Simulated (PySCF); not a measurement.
# Working out the excitation energy of Sb

Sb [Kr] 4d10 5s2 5p3 (4S) → Sb [Kr] 4d10 5s2 5p2 6s1 (4P). Computed with PySCF 2.14 in aug-cc-pVTZ-PP with ECP28MDF (6s5p4d2f, 55 functions), with a scalar-relativistic core potential. Frozen: 4s2 4p6 4d10. Energies in hartree (1 hartree = 27.21139 eV):

| part | Sb (lower) | Sb (upper) |
| --- | --- | --- |
| UHF | -239.277766 | -239.067753 |
| MP2 opposite-spin | -0.044701 | -0.041818 |
| MP2 same-spin | -0.016538 | -0.013517 |

Question: What does Hartree-Fock give?

Answer: (-239.067753) − (-239.277766) = 0.210013 hartree = 5.715 eV.

Question: What do MP2 and SCS-MP2 (6/5 opposite-spin, 1/3 same-spin) give?

Answer: The opposite-spin parts differ by 0.078 eV and the same-spin parts by 0.082 eV. MP2: 5.715 + (0.078) + (0.082) = 5.875 eV. SCS-MP2: 5.715 + 1.2 × (0.078) + (0.082)/3 = 5.836 eV.

Measured between the centres of the two terms (NIST): 5.789 eV, so MP2 (valence) is off by 0.086 eV.

What remains against the reference includes basis incompleteness, the frozen core and correlation beyond second order.
